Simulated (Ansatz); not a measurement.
`CN1C[SiH]1F` + `O[SiH](S)S` → `CN1C[Si]1(F)S` + `O[SiH2]S`  (redistribution)

Isolated molecules relaxed with PBE0-D4/def2-TZVP in Ansatz; ΔE leaves out vibrations. CCSD(T)/CBS is the MP2 limit (def2-TZVPP, def2-QZVPP) plus CCSD(T) − MP2 in def2-TZVPP, frozen cores. Functionals use def2-TZVPP. Each species was taken in one conformer, which may not be the lowest.

`CN1C[SiH]1F`:

```xyz
11

C    -1.101   -0.551   -0.995
N     0.033   -0.129   -0.242
C     0.143    1.118    0.564
Si    1.307   -0.269    0.802
F     2.800   -0.274    0.251
H    -0.938   -1.563   -1.373
H    -1.277    0.105   -1.855
H    -2.015   -0.559   -0.386
H     0.409    2.018    0.006
H    -0.669    1.295    1.277
H     1.309   -1.191    1.953
```

`O[SiH](S)S`:

Cartesian coordinates in Å:
```
O 1.214 1.201 -0.673
Si 0.034 0.541 0.247
S 0.873 -1.201 1.152
S -1.769 0.027 -0.771
H 1.593 0.668 -1.375
H -0.351 1.600 1.199
H -0.318 -1.718 1.494
H -1.277 -1.119 -1.272
```

`CN1C[Si]1(F)S`:

Z-matrix (Å, degrees):
```
C
N 1 1.425
H 1 1.092 2 109.7
H 1 1.097 2 111.3 3 -119.5
H 1 1.098 2 111.7 3 119.8
C 2 1.500 1 126.6 3 -178.9
Si 2 1.645 1 161.5 3 -22.1
H 6 1.093 2 115.4 1 -72.5
H 6 1.094 2 115.3 1 60.8
F 7 1.591 2 122.4 1 -54.7
S 7 2.108 2 123.4 1 82.4
H 11 1.344 7 92.3 2 30.9
```

`O[SiH2]S`:

Cartesian coordinates in Å:
```
O -1.081 1.032 0.160
Si -0.211 -0.223 -0.444
S 1.370 -0.857 0.840
H -1.417 0.943 1.053
H -1.024 -1.455 -0.605
H 0.302 0.270 -1.739
H 2.061 0.291 0.735
```

```
         level  ΔE (kJ/mol)
        r2SCAN         -2.5
MP2/def2-TZVPP         -3.0
```

(1) What does CCSD(T)/CBS give? (Best estimate.)

Largest T1 diagnostic among the species: 0.012.

## Answers

(1) Computed: -1.9 kJ/mol. The listed levels differ from it by -0.6, -1.1 kJ/mol.

CCSD(T)/CBS has its own doubt, a few kJ/mol and more with outer-core shells, so smaller differences from it don't rank the levels.
